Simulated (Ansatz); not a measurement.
Molecule: diboron tetrafluoride, B2F4 (charge 0, singlet). 
Structure (B3LYP-D3(BJ)/def2-TZVP (Ansatz, a first-principles code) minimum search):
SMILES: FB(F)B(F)F
```xyz
6

F     -1.5495    -0.8754     0.7120
B     -0.8563    -0.0458    -0.0490
F     -1.5426     0.7102    -0.8889
B      0.8563     0.0458     0.0490
F      1.6339    -0.7156    -0.7017
F      1.4582     0.8808     0.8786
```

Atomisation energy built up term by term with Ansatz (kcal/mol; UHF references for open shells; valence terms freeze the core; atomic spin-orbit terms are left out). CBS(X,Y): correlation extrapolated as X^-3; Hartree-Fock from the larger set.

```csv
term,basis,kcal/mol
Hartree-Fock,cc-pVQZ,539.25
CCSD correlation,"CBS(cc-pVTZ,cc-pVQZ)",143.59
(T),"CBS(cc-pVTZ,cc-pVQZ)",13.63
core correlation,cc-pwCVTZ,2.93
scalar relativity (X2C),cc-pVTZ-DK against cc-pVTZ,-0.91
sum: De,,698.5
```

(T) makes 2.0 % of the CCSD(T) atomisation energy; under 5 % is typical of single-reference molecules.
